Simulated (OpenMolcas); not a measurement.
## Hf I: CASPT2 settings compared

```
Program             : OpenMolcas 26.06
Basis               : ANO-RCC-VDZP [7s6p4d2f1g]
Scalar Hamiltonian  : DKH3, point nucleus
Active space        : 4 electrons in 6 orbitals (5d 6s)
State averaging     : 2S+1 = 3 even, 55 roots; 2S+1 = 5 even, 15 roots kept (CI in the orbitals of an earlier block); 2S+1 = 1 even, 50 roots kept (CI in the orbitals of an earlier block)
Spin-orbit coupling : state interaction with AMFI integrals over the reference wave functions, term energies averaged over their components
```

Methods on the same reference wave functions:
A. CASSCF
B. SS-CASPT2, IPEA 0.5 Eh, no level shift (closed shells correlated: 5s 5p)
C. SS-CASPT2, IPEA 0.3 Eh, real shift 0.1 Eh (closed shells correlated: none)
D. SS-CASPT2, IPEA 0.35 Eh, sigma1 regulariser 0.1 Eh (closed shells correlated: 5s 5p)
E. MS-CASPT2, IPEA 0.35 Eh, sigma1 regulariser 0.1 Eh (closed shells correlated: 5s 5p)
F. MS-CASPT2, IPEA 0.3 Eh, real shift 0.1 Eh (closed shells correlated: none)

Energies in cm⁻¹ above 5d² 6s² ³F₂, the measured ground level; measured values from NIST Handbook of Basic Atomic Spectroscopic Data.

| Level | A | B | C | D | E | F | Measured |
| --- | --- | --- | --- | --- | --- | --- | --- |
| 5d² 6s² ³F₂ | 0.0 | 0.0 | 0.0 | 0.0 | 0.0 | 0.0 | 0.0 |
| 5d² 6s² ³F₃ | 2141 | 2250 | 2240 | 2260 | 2340 | 2290 | 2357 |
| 5d² 6s² ³F₄ | 4240 | 4350 | 4330 | 4360 | 4460 | 4410 | 4568 |
| 5d² 6s² ³P₀ | 4246 | 4540 | 4660 | 4420 | 4110 | 4550 | 5522 |
| 5d² 6s² ³P₁ | 5064 | 5460 | 5580 | 5360 | 5100 | 5520 | 6573 |
| 5d³ 6s ⁵F₁ | 8255 | 13520 | 12360 | 13640 | 13810 | 12470 |  |
| 5d³ 6s ⁵F₂ | 8946 | 14220 | 13060 | 14340 | 14520 | 13170 |  |
| 5d³ 6s ⁵F₃ | 9921 | 15220 | 14070 | 15340 | 15520 | 14180 |  |
| 5d³ 6s ⁵F₄ | 11102 | 16440 | 15280 | 16560 | 16740 | 15390 |  |
| 5d² 6s² ¹G₄ | 11370 | 11320 | 11430 | 11440 | 11370 | 11460 | 10533 |
| 5d³ 6s ⁵F₅ | 12442 | 17740 | 16570 | 17860 | 18040 | 16680 |  |
| 5d³ 6s ⁵P₁ | 17746 | 22030 | 21160 | 22020 | 22120 | 21210 |  |
| 5d³ 6s ⁵P₂ | 18219 | 22430 | 21530 | 22410 | 22430 | 21520 |  |
| 5d³ 6s ⁵P₃ | 19275 | 23600 | 22730 | 23600 | 23780 | 22840 |  |
| 5d³ 6s ³G₃ | 21341 | 25550 | 23830 | 25430 | 25620 | 23950 |  |
| 5d³ 6s ³G₄ | 21696 | 26070 | 24380 | 25990 | 26170 | 24500 |  |
| 5d³ 6s ³G₅ [73 %] | 22597 | 27080 | 25420 | 27020 | 27210 | 25530 |  |
| 5d³ 6s ³F₂(1) | 23334 | 25950 | 24070 | 25700 | 25840 | 24140 |  |
| 5d³ 6s ³D₁ [72 %] | 24397 | 27110 | 25440 | 26750 | 26830 | 25480 |  |
| 5d³ 6s ³F₃(1) [63 %] | 25100 | 27950 | 26110 | 27720 | 27900 | 26220 |  |
| 5d³ 6s ³D₂ [65 %] | 25647 | 28430 | 26760 | 28100 | 28150 | 26770 |  |
| 5d³ 6s ³H₆ | 25968 | 30810 | 29190 | 30880 | 31060 | 29310 |  |
| 5d³ 6s ³H₅ | 26007 | 30760 | 29130 | 30800 | 30980 | 29240 |  |
| 5d³ 6s ³P₀(1) [65 %] | 26419 | 29070 | 27310 | 28510 | 28590 | 27320 |  |

Deviations, from unrounded energies. A percentage is the sum of absolute deviations over the sum of measured energies, with the sign that they share, or ± where signs differ.

| Against measurement | Levels | A | B | C | D | E | F |
| --- | --- | --- | --- | --- | --- | --- | --- |
| mean absolute deviation (cm-1) | 5 | 830 | 640 | 620 | 710 | 770 | 640 |
| fine structure of the ground term (%) | 2 | -7.9 | -4.8 | -5.1 | -4.5 | -1.9 | -3.3 |
| other terms of the ground configuration (%) | 3 | ±16.0 | ±12.7 | ±12.1 | ±14.2 | ±16.4 | ±13.0 |

B, C, F lie about equally close to measurement and A furthest from it. The largest miss of C in the table is 5d² 6s² ³P₁, by -990 cm-1. The ranking rests on the paired levels alone, and a cruder setting can come out closer through cancelling errors.

Among B to F the level of the table that moves most is 5d³ 6s ³F₂(1), by 1900 cm-1 (lowest in C, highest in B). Moves below CASPT2's spread within the term are not significant.

The mean deviations of B to F differ by less than CASPT2's widest spread within a term (830 cm-1), so their order carries little weight.

From A to B the spin-free energies of the other terms of 5d² 6s² shown, above ³F, scale by factors of 0.98 to 1.09.

The lowest spin-free term lies below A's lowest term by 0.200 hartree in B, 0.030 hartree in C, 0.203 hartree in D, 0.204 hartree in E, 0.030 hartree in F.

Term energies are means over components that CASPT2 splits; among the terms shown or strongly mixed into the levels shown the widest spread is 830 cm-1 (5d³ 6s ³F(1), E). Over all roots computed the reference weight is 0.89 to 0.96 in B, 0.93 to 1.00 in C, 0.88 to 0.96 in D, 0.88 to 0.96 in E, 0.93 to 1.00 in F; the roots of lowest weight are the least certain, and an intruder state may touch them. Terms from blocks run as CI alone lack orbitals of their own. A single d shell beside an s shell can misplace configurations of different d count against each other. The CASPT2 spread within a term exceeds the gap to the next term for 5d³ 6s ³F(1) and 5d³ 6s ³D, so the order of their levels is uncertain, and so are names and mixing where such terms share a J (figures for D; the like holds for E, F). Without dynamic correlation excited terms often stand tens of per cent too high (terms of higher spin than the ground term too low), and those without a measured partner can miss by more than the paired ones (holds for A). Some terms miss by over 15 % even with CASPT2, which points to a basis or an active space too small for the shells correlated (holds for B; C; D; E; F). Measured partners are found by configuration, term and J. A level has none where our copy of the source lacks it or the pairing is in doubt (some pairs that miss far off the trend of their configuration count as doubtful), and it then counts in no deviation. Levels of configurations outside the active space are missing. The table leaves out levels that lie high or whose names do not pair safely across all columns.

A share in square brackets marks a mixed level and gives the weight of the term that names it, the lowest over the columns. A number in round brackets counts repeated terms of one configuration in the order of the reference energies.
